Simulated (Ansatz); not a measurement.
Geometry optimisation, Ansatz, RKS PBE-D4/def2-SVP.

Input file:

```yaml
crystal:
  periodic: [false, false, false]
  atoms:
    - { symbol: F, position_ang: [0.7552, -0.1867, -1.6526] }
    - { symbol: C, position_ang: [0.3348, 0.212, -0.4013] }
    - { symbol: Si, position_ang: [0.5617, -1.2074, 0.7245] }
    - { symbol: S, position_ang: [1.43, 1.6341, 0.1119] }
    - { symbol: Si, position_ang: [-1.4501, 0.5975, -0.3495] }
    - { symbol: Cl, position_ang: [-1.9743, 2.0889, -1.6737] }
    - { symbol: H, position_ang: [2.0528, -1.6144, 0.7901] }
    - { symbol: H, position_ang: [-0.1386, -2.3941, 0.314] }
    - { symbol: H, position_ang: [0.195, -0.8828, 2.1803] }
    - { symbol: H, position_ang: [2.5093, 1.1593, -0.3698] }
    - { symbol: H, position_ang: [-2.3203, -0.5614, -0.6608] }
    - { symbol: H, position_ang: [-1.8786, 1.0999, 1.0208] }
basis:
  gaussian: { orbitals: def2-SVP }
hamiltonian:
  xc: pbe
  dispersion: d4
relax:
  f_tol: 0.015
  max_steps: 40
```

Command:

```bash
$ ansatz run input.yaml --threads 2 --pin off --max-ram 3072MiB --backend cpu --events-out ev --progress --plain --runs-dir out
```

Question: Where does it end, and by what steps?

Answer: The run converged. The force dipped under the threshold on the way, but the program's further checks kept it going. After 11 steps the energy has fallen by 0.684 eV; H10 moved furthest, 0.51 Å.

```csv
step,energy less start (eV),largest force component (eV/Å),accepted
0,0.0000,2.859,yes
1,-0.5271,0.942,yes
2,-0.6204,0.815,yes
3,-0.6563,0.276,yes
4,-0.6723,0.217,yes
5,-0.6756,0.073,yes
6,-0.6788,0.046,yes
7,-0.6805,0.192,yes
8,-0.6833,0.077,yes
9,-0.6838,0.016,yes
10,-0.6841,0.006,yes
11,-0.6842,0.007,yes
```

```xyz
12
Properties=species:S:1:pos:R:3
F 0.517 -0.429 -1.754
C 0.289 0.148 -0.476
Si 0.718 -1.214 0.813
S 1.296 1.632 -0.203
Si -1.559 0.658 -0.394
Cl -1.868 2.391 -1.498
H 2.185 -1.503 0.660
H -0.079 -2.456 0.526
H 0.424 -0.730 2.204
H 2.464 0.992 0.115
H -2.367 -0.452 -0.993
H -1.945 0.908 1.033
```

Whether the end is a true minimum wasn't checked by a vibrational analysis.

Run time: 30 s on 2 threads of Intel(R) Xeon(R) Platinum 8488C (Sapphire Rapids), on a shared host, peak memory 0.21 GiB.
